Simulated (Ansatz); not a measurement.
Basis-set series for `C1[NH][InH][CH2]O1`. Charge 0, multiplicity 1. In takes the def2 core potential. The geometry is a stationary point of PBE0-D4/def2-TZVP.

```
functional       basis  functions  energy (Eh)  HOMO (eV)  LUMO (eV)
   PBE0-D4    def2-SVP        112   -399.48822      -6.24      -1.05
   PBE0-D4  def2-TZVPP        258   -399.74016      -6.37      -1.15
   ωB97M-V    def2-SVP        112   -399.57568      -8.53       0.50
   ωB97M-V  def2-TZVPP        258   -399.83643      -8.66       0.22
```

Give the rows for def2-QZVPP. (Best estimate.)

Computed: 
```json
{"functional": "PBE0-D4", "basis": "def2-QZVPP", "functions": "490", "energy (Eh)": "-399.75401", "HOMO (eV)": "-6.41", "LUMO (eV)": "-1.18"}
{"functional": "ωB97M-V", "basis": "def2-QZVPP", "functions": "490", "energy (Eh)": "-399.84981", "HOMO (eV)": "-8.70", "LUMO (eV)": "0.12"}
```

Positive LUMOs are unbound and depend on the basis.
